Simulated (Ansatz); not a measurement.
Cost and result for the atomization energy of C2H5AlO2 (10 atoms, 11 bonds).

```xyz
10

C     1.181    1.260    0.151
C     0.163    0.188    0.032
O    -1.057    0.373    0.333
O     0.467   -0.974   -0.388
Al   -1.364   -1.442   -0.167
H     1.574    1.483   -0.843
H     2.015    0.897    0.754
H     0.750    2.155    0.592
H    -2.127   -1.564   -1.546
H    -1.603   -2.378    1.082
```

Charge 0, multiplicity 1. The bonds changed during the relaxation, so this is another structure than the one it started from. The structure was optimised at the PBE0-D4/def2-TZVP level. Program: Ansatz. All runs use 4 threads of an Arm Neoverse V1 on a shared host. Times are those of one run each, without the atoms' runs, and a repeat can differ threefold. Electronic energies, without spin–orbit coupling; frozen cores. CCSD(T)/CBS adds CCSD(T) − MP2 in def2-TZVPP to the MP2 limit, and its time is that of the two runs behind it. T1 = 0.015. B3LYP takes the VWN-RPA correlation (the form of Gaussian; ORCA's B3LYP/G).

CCSD(T)/CBS is a level of theory with its own doubt, some kJ/mol a heavy atom from the limit and from the frozen cores, so smaller differences don't rank the functionals.

| level | functions | wall time |
| --- | --- | --- |
| PBE-D4/def2-TZVPP (with forces) | 236 | 2.1 s |
| PBE0-D4/def2-TZVPP | 236 | 2.5 s |
| B3LYP-D4/def2-TZVPP (with forces) | 236 | 3.9 s |
| B2PLYP/def2-TZVPP | 236 | 4.5 s |
| r2SCAN-D4/def2-TZVPP (with forces) | 236 | 4.8 s |
| ωB97X-V/def2-TZVPP | 236 | 7 s |
| ωB97M-V/def2-TZVPP (with forces) | 236 | 10 s |
| MP2/def2-QZVPP | 448 | 18 s |
| CCSD(T)/def2-TZVPP | 236 | 110 s |
| CCSD(T)/CBS(def2) | – | 2.1 min |

Problem. What atomization energy does each give, and how far from CCSD(T)/CBS? (An estimate is asked.)

Solution. The calculation gave: 
| level | atomization (kcal/mol) | difference from CCSD(T)/CBS | per bond |
| --- | --- | --- | --- |
| PBE-D4/def2-TZVPP (with forces) | 975.0 | 20.0 | 1.8 |
| PBE0-D4/def2-TZVPP | 953.1 | -1.9 | -0.2 |
| B3LYP-D4/def2-TZVPP (with forces) | 951.0 | -4.0 | -0.4 |
| B2PLYP/def2-TZVPP | 944.7 | -10.3 | -0.9 |
| r2SCAN-D4/def2-TZVPP (with forces) | 960.4 | 5.4 | 0.5 |
| ωB97X-V/def2-TZVPP | 957.9 | 2.9 | 0.3 |
| ωB97M-V/def2-TZVPP (with forces) | 957.7 | 2.7 | 0.2 |
| MP2/def2-QZVPP | 967.9 | 12.9 | 1.2 |
| CCSD(T)/def2-TZVPP | 930.2 | -24.8 | -2.3 |
| CCSD(T)/CBS(def2) | 955.0 | 0.0 | 0.0 |

The D4 term adds +6.9 kcal/mol with B3LYP and +3.6 kcal/mol with PBE0; it sums over pairs of atoms, weighted by their polarisabilities, and B3LYP, whose exchange is more repulsive, gets the larger term. From PBE to PBE0 (25 % exact exchange), in def2-TZVPP and without D4, the atomization energy moves by −21.3 kcal/mol: exact exchange takes away binding that semilocal exchange gives to molecules. In def2-TZVPP, CCSD(T) changes the Hartree–Fock value by +239.7 kcal/mol (the triples alone add +15.9 kcal/mol) and MP2 by +262.6 kcal/mol; breaking electron pairs costs correlation energy, which Hartree–Fock lacks.
